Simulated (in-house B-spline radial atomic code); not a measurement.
# Ionising the titanium ion Ti²⁺ with different functionals

Computed with a radial B-spline atomic code at the basis-set limit: four-component Dirac-Coulomb Hamiltonian, Fermi nucleus of rms radius 3.5921 fm, spin-restricted, spherical fractional occupations for the functionals. The ionisation energy is the difference of two self-consistent energies, [Ar] 3d2 → [Ar] 3d1, without Breit or QED terms; ε is the level of the shell that loses the electron (mean over j). The electron is taken from both j subshells in proportion to 2j + 1, so the result is a j average, not the step between ground levels.

Hybrids are left out here: with spherical fractional occupations of an open shell their exact exchange keeps a self-interaction that integer-occupation calculations don't have.

| method | rung | ΔSCF (eV) | -ε(3d) (eV) |
| --- | --- | --- | --- |
| LDA VWN5 | LDA | 27.20 | 19.93 |
| relativistic LDA | LDA | 27.21 | 19.94 |
| LDA PW92 | LDA | 27.19 | 19.93 |
| LDA exchange-only | LDA | ? | ? |
| PBE | GGA | 26.95 | 19.68 |
| PBEsol | GGA | 26.90 | 19.62 |
| BLYP | GGA | ? | ? |
| RPBE | GGA | 26.89 | 19.62 |
| PW91 | GGA | 27.05 | 19.76 |
| BP86 | GGA | 26.97 | 19.72 |
| AM05 | GGA | 26.89 | 19.62 |
| OLYP | GGA | 27.02 | 19.69 |

What does BLYP give?

ΔSCF 26.94 eV, and -ε(3d) = 19.69 eV.

What does LDA exchange-only give?

ΔSCF 25.66 eV, and -ε(3d) = 18.50 eV.

How do they compare with the NIST value?

NIST lists 27.492 eV (measured, ground level to ground level). Errors run from -1.84 to -0.28 eV; relativistic LDA is closest (-0.28 eV), but part of that can be cancellation, since the calculations leave out Breit-QED terms, spin polarisation, the choice among j levels, multiplet and fine-structure energies.
